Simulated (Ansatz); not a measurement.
Ansatz results at the PBE0-D4/def2-TZVP geometry: LUMO energy (PBE0/def2-TZVPP) -1.79 eV; zero-point energy (PBE0-D4/def2-TZVP) 54.8 kJ/mol; HOMO–LUMO gap (B3LYP/def2-TZVPP) 4.68 eV.

(1) Which molecule gave them?
A. `[F][GeH]1[O][AlH]1`
B. `ClC1=CCB1`
C. `O=C[C]1=[N][AlH]1`
D. `C[AsH][AlH2]`

## Answers

(1) A. The others give `ClC1=CCB1`: -0.71, 163.7, 6.45; `C[AsH][AlH2]`: -1.68, 152.9, 4.57; `O=C[C]1=[N][AlH]1`: -2.22, 90.3, 3.47.

B3LYP here is the variant with VWN-RPA as its local correlation; programs differ in this.
